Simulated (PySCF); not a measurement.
**Working out the ionisation energy of Fe⁺**

Fe⁺ [Ar] 3d6 4s1 (6D) → Fe²⁺ [Ar] 3d6 (5D). Calculation: PySCF 2.14, in x2c-TZVPPall with one added diffuse shell each of s, p, d, f type (7s6p5d3f1g, 80 functions); scalar relativity by spin-free X2C-1e. Frozen: [Ne]. Energies in hartree (1 hartree = 27.21139 eV):

```json
{"part": "UHF", "Fe⁺ (lower)": "-1271.101475", "Fe²⁺ (upper)": "-1270.539147"}
{"part": "MP2 opposite-spin", "Fe⁺ (lower)": "-0.304650", "Fe²⁺ (upper)": "-0.290794"}
{"part": "MP2 same-spin", "Fe⁺ (lower)": "-0.170339", "Fe²⁺ (upper)": "-0.152621"}
```

Task: What does Hartree-Fock give?

Result: (-1270.539147) − (-1271.101475) = 0.562328 hartree = 15.302 eV.

Task: What do MP2 and SCS-MP2 (6/5 opposite-spin, 1/3 same-spin) give?

Result: The opposite-spin parts differ by 0.377 eV and the same-spin parts by 0.482 eV. MP2: 15.302 + (0.377) + (0.482) = 16.161 eV. SCS-MP2: 15.302 + 1.2 × (0.377) + (0.482)/3 = 15.915 eV.

A first-order spin-orbit estimate adds -0.001 eV to MP2 (valence and next inner shell), giving 16.160 eV against 16.199 eV (measured; NIST Atomic Spectra Database, ionization energies).

What remains against the reference includes basis incompleteness, the frozen core and correlation beyond second order.
